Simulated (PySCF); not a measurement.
C8H3F.
Structure used (PBE0-D3(BJ)/def2-SVP), in Å, numbered top down from 1:
```xyz
12
C8H3F angstrom
C      5.0231    0.1093    0.9744
C      3.8228    0.0853    0.7618
C      2.4814    0.0622    0.5249
C      1.2727    0.0423    0.3091
C     -0.0626    0.0194    0.0660
C     -1.2676    0.0019   -0.1554
C     -2.6449   -0.0119   -0.4527
C     -3.6265   -0.1367    0.4543
F     -3.3971   -0.2681    1.7440
H      6.0815    0.1235    1.1594
H     -2.9520    0.0874   -1.4988
H     -4.6897   -0.1419    0.1984
```

All values: wB97X-D/def2-SVPD (PySCF, non-relativistic), on one gas-phase PBE0-D3(BJ)/def2-SVP geometry that isn't relaxed in the solvent. The solvent is an IEF-PCM continuum (van der Waals radii × 1.2), and excitations are vertical TDDFT with non-equilibrium linear response and a frozen core. The model holds no explicit solvent molecules, cavitation or dispersion.

Gas-phase singlets (H = HOMO, L = LUMO):

```json
{"state": "S1", "E (eV)": "3.525", "λ (nm)": "352", "f": "0.000", "leading configuration": "H-1→L 52%"}
{"state": "S2", "E (eV)": "3.667", "λ (nm)": "338", "f": "0.000", "leading configuration": "H→L+1 53%"}
{"state": "S3", "E (eV)": "3.684", "λ (nm)": "337", "f": "0.072", "leading configuration": "H→L 56%"}
{"state": "S4", "E (eV)": "5.425", "λ (nm)": "229", "f": "1.175", "leading configuration": "H-2→L 26%"}
{"state": "S5", "E (eV)": "5.462", "λ (nm)": "227", "f": "0.000", "leading configuration": "H-3→L 33%"}
```

Problem. What are the lowest 5 singlets in cyclohexane (ε = 2.017)?

Solution. 
```
state  E (eV)  λ (nm)      f  leading configuration  change by rank (eV)
   S1   3.537     351  0.000              H→L+1 52%               +0.012
   S2   3.670     338  0.116                H→L 60%               +0.003
   S3   3.674     337  0.000              H-1→L 53%               -0.010
   S4   5.236     237  1.862            H-1→L+1 34%               -0.189
   S5   5.479     226  0.000            H-2→L+1 40%               +0.017
```

Problem. Give the list for methanol (ε = 32.61), n² = 1.77.

Solution. 
```tsv
state	E (eV)	λ (nm)	f	leading configuration	change by rank (eV)
S1	3.547	350	0.000	H→L+1 68%	+0.022
S2	3.693	336	0.108	H→L 59%	+0.026
S3	3.701	335	0.000	H-1→L 69%	+0.017
S4	5.287	234	1.734	H-1→L+1 32%	-0.138
S5	5.491	226	0.000	H-2→L+1 54%	+0.029
```

Problem. How do the frontier levels move from gas to methanol?

Solution. 
```
orbital  gas (eV)  solvent (eV)  change (eV)                  Löwdin shares, gas              Löwdin shares, solvent
 LUMO+2      1.78          1.82        +0.04  C8 18 %, C7 17 %, C1 14 %, C2 12 %  C8 19 %, C7 17 %, C1 14 %, C2 12 %
 LUMO+1     -0.08         -0.20        -0.12  C4 17 %, C1 16 %, C3 16 %, C6 15 %  C4 17 %, C3 17 %, C1 17 %, C6 15 %
   LUMO     -0.57         -0.62        -0.05  C8 15 %, C6 13 %, C3 12 %, C5 12 %  C8 14 %, C6 14 %, C3 13 %, C4 13 %
   HOMO     -8.35         -8.43        -0.08  C6 15 %, C3 14 %, C5 14 %, C4 12 %  C5 14 %, C6 14 %, C3 13 %, C8 12 %
 HOMO-1     -8.78         -8.94        -0.16  C3 18 %, C4 17 %, C6 17 %, C1 17 %  C3 17 %, C6 17 %, C4 17 %, C1 17 %
 HOMO-2    -10.33        -10.38        -0.05  C7 16 %, C1 16 %, C2 15 %, C8 12 %  C7 17 %, C1 16 %, C2 15 %, C8 12 %
 HOMO-3    -11.16        -11.31        -0.15  C2 22 %, C5 21 %, C1 19 %, C6 16 %  C2 22 %, C5 21 %, C1 19 %, C6 16 %
```

The HOMO–LUMO gap goes from 7.78 to 7.81 eV.
